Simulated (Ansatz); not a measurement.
`Cl[SiH2][S][GeH3]` + `C[SeH]` → `C[Se][SiH2]Cl` + `[SH][GeH3]` at 600 K and 1 bar (ligand exchange at the Si–S bond).

Program: Ansatz. Geometries: PBE0-D4/def2-TZVP. ΔE: electronic, gas phase. CCSD(T)/CBS is the MP2 limit (def2-TZVPP, def2-QZVPP) plus CCSD(T) − MP2 in def2-TZVPP, frozen cores. For Ge, Se outer-core shells are correlated without core-valence functions, which leaves a few kJ/mol of doubt a bond. Scalar relativity is left out up to krypton. One conformer a species, not always the lowest.

| species | CCSD(T)/CBS energy (Eh) | H − E (kJ/mol) | S (J/(mol·K)) |
| --- | --- | --- | --- |
| `Cl[SiH2][S][GeH3]` | -3225.84041 | 180.0 | 475.9 |
| `C[SeH]` | -2441.15625 | 149.5 | 312.9 |
| `C[Se][SiH2]Cl` | -3190.69652 | 206.8 | 441.7 |
| `[SH][GeH3]` | -2476.30083 | 123.6 | 342.5 |

H − E and S are ideal-gas, rigid-rotor, harmonic terms from PBE0-D4/def2-TZVP, for one conformer and one mirror image of each species. 1 Eh = 2625.50 kJ/mol, R = 8.31446 J/(mol·K).

Problem. By hand: ΔE, ΔH, ΔS and ΔG.

Solution. ΔE = (-3190.69652) + (-2476.30083) − (-3225.84041) − (-2441.15625) = -0.00069 Eh = -1.8 kJ/mol. Δ(H − E) = 206.8 + 123.6 − 180.0 − 149.5 = 0.9, so ΔH = -0.9 kJ/mol. ΔS = 441.7 + 342.5 − 475.9 − 312.9 = -4.6 J/(mol·K). ΔG = -0.9 − 600 × (-4.6)/1000 = 1.9 kJ/mol.

Problem. By hand: the equilibrium constant, and the temperature at which ΔG would vanish if ΔH and ΔS stayed fixed.

Solution. log₁₀ K = −ΔG/(RT ln 10) = -0.2. ΔG = 0 at ΔH/ΔS = 196 K, though so small a ΔH makes that figure unsure.

TΔS isn't small against ΔH here. The sign of ΔG lies within the doubt. A doubt of 5 kJ/mol in ΔE shifts log₁₀ K by 0.4 here. Other conformers and mirror images would add mixing entropy, several J/(mol·K) or more a flexible species. Modes under 60 cm⁻¹, often nearly free rotors, make the harmonic entropy too high. These are equilibria of isolated gas molecules and say nothing of rates. Largest T1 diagnostic: 0.011 (customary marks: 0.02 for closed shells, 0.045 for open ones).
